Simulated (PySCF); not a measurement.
Cl₂H₃NOZr, multiplicity 1. Atoms are numbered in the order given.

```xyz
8

Zr    -0.0337    -0.2721     0.0000
Cl     0.0049     1.1226     1.9303
Cl     0.0049     1.1226    -1.9303
O     -1.5034    -1.4853     0.0000
H     -2.3609    -1.9184     0.0000
N      1.6201    -1.4247     0.0000
H      1.6522    -2.4439     0.0000
H      2.5767    -1.0675     0.0000
```
Charge 0, spin multiplicity 1.

Geometry: B3LYP-D3(BJ)/def2-SVP. The spin state was assumed, not searched. The structure was generated by enumeration; whether it is a known compound was not checked. The def2 effective core potentials stand for the cores of Zr; spin–orbit coupling is left out. One conformer was computed; it need not be the lowest.

Computed with PBE/def2-TZVP (PySCF).

ESP charges are fitted to the potential on shells at 1.4 to 2.0 van der Waals radii. Atomic charges (e):

```csv
atom,Mulliken,ESP fit,Löwdin
Zr1,1.39,0.98,0.01
Cl2,-0.38,-0.29,0.05
Cl3,-0.38,-0.29,0.05
O4,-0.67,-0.64,-0.25
H5,0.33,0.43,0.17
N6,-0.77,-0.93,-0.35
H7,0.25,0.37,0.16
H8,0.24,0.36,0.16
```
